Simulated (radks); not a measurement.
Values are calculated unless marked as measured or tabulated.
Q: Species: Pm I. Configuration: [Xe] 4f3.75 6s2 6p1.25 (fractional occupations, a model configuration). Code: a radial shooting solver on a logarithmic mesh with Libxc functionals. Model: scalar-relativistic Kohn-Sham, BLYP, spin-unpolarised, spherical densities, point nucleus. Some entries of the table are withheld. Estimate them.

orbital  occ.  eigenvalue (eV)  r(max) (bohr)
1s          2        -45041.78        0.01479
2s          2        -7333.741        0.08379
2p          6              (1)        0.06761
3s          2        -1609.742         0.2386
3p          6        -1363.888         0.2338
3d         10        -1026.860         0.1918
4s          2              (2)            (3)
4p          6        -249.1512         0.5752
4d         10        -134.9148         0.6008
5s          2         -49.8363          1.269
5p          6         -29.5526          1.427
4f       3.75         -12.7906         0.6236
6s          2          -5.4518          3.295
6p       1.25          -2.1951          4.238

A: 
(1) 2p eigenvalue (eV): -6550.524
(2) 4s eigenvalue (eV): -330.0203
(3) 4s r(max) (bohr): 0.5514
